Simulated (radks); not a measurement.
Polarisability of the zinc ion Zn3+, [Ar] 3d9, at imaginary frequency. Calculated with a radial shooting solver on a logarithmic mesh with Libxc functionals: scalar-relativistic Kohn-Sham, LB94 model potential, spin-unpolarised, spherical densities, finite nucleus; Fermi nuclear charge, rms radius 3.9283 fm. Response by self-consistent Sternheimer equations with the Hartree and adiabatic LDA kernel, the relativistic mass of each level held fixed and spin-orbit coupling left out.

w (hartree)  alpha1(iw) (bohr^3)
0.00266                    1.466
0.0143                     1.466
0.0360                     1.465
0.0697                     1.463
0.118                      1.457
0.186                      1.444
0.280                      1.418
0.413                      1.368
0.605                      1.279
0.892                      1.140
1.35                      0.9446
2.12                      0.7026
3.59                      0.4370
6.94                      0.1976
17.5                     0.04822

Static values: alpha1 = 1.466 bohr^3 (0.2173 angstrom^3; uncoupled 1.811). C6 = 3.354, triple-dipole C9 = 3.332 atomic units. One-pole (London) frequency 4 C6 / (3 alpha1^2) = 2.080 hartree, against 2.267 for minus the highest occupied eigenvalue.
